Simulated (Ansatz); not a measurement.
`[CH3][W]([CH3])(=[S])=[S]` + `CNC` → `C[N](C)[W]([CH3])(=[S])=[S]` + CH₄ at 700 K and 1 bar (ligand exchange at a W–C bond).

Computed with Ansatz on PBE0-D4/def2-TZVP structures; ΔE is electronic, products minus reactants. CBS: MP2 limit from def2 TZ/QZ plus the TZ coupled-cluster correction, frozen cores. This one scheme is used for every species. Elements past krypton have def2 core potentials. For W outer-core shells are correlated without core-valence functions, which leaves a few kJ/mol of doubt a bond. One conformer a species, not always the lowest.

```csv
species,CCSD(T)/CBS energy (Eh),H − E (kJ/mol),S (J/(mol·K))
`[CH3][W]([CH3])(=[S])=[S]`,-942.31759,282.2,518.1
`CNC`,-135.00321,296.9,352.4
`C[N](C)[W]([CH3])(=[S])=[S]`,-1036.91270,435.7,615.2
CH₄,-40.46206,145.9,224.0
```

H − E and S are ideal-gas, rigid-rotor, harmonic terms from PBE0-D4/def2-TZVP, for one conformer and one mirror image of each species. 1 Eh = 2625.50 kJ/mol, R = 8.31446 J/(mol·K).

Q: By hand: ΔE, ΔH, ΔS and ΔG.

A: ΔE = (-1036.91270) + (-40.46206) − (-942.31759) − (-135.00321) = -0.05396 Eh = -141.7 kJ/mol. Δ(H − E) = 435.7 + 145.9 − 282.2 − 296.9 = 2.5, so ΔH = -139.2 kJ/mol. ΔS = 615.2 + 224.0 − 518.1 − 352.4 = -31.3 J/(mol·K). ΔG = -139.2 − 700 × (-31.3)/1000 = -117.3 kJ/mol.

Q: By hand: the equilibrium constant, and the temperature at which ΔG would vanish if ΔH and ΔS stayed fixed.

A: log₁₀ K = −ΔG/(RT ln 10) = 8.8. ΔG = 0 at ΔH/ΔS = 4447 K, far beyond where these terms or the molecules hold.

ΔH outweighs TΔS. A doubt of 5 kJ/mol in ΔE shifts log₁₀ K by 0.4 here. Other conformers and mirror images would add mixing entropy, several J/(mol·K) or more a flexible species. Modes under 60 cm⁻¹, often nearly free rotors, make the harmonic entropy too high. These are equilibria of isolated gas molecules and say nothing of rates. Largest T1 diagnostic: 0.023 (customary marks: 0.02 for closed shells, 0.045 for open ones).
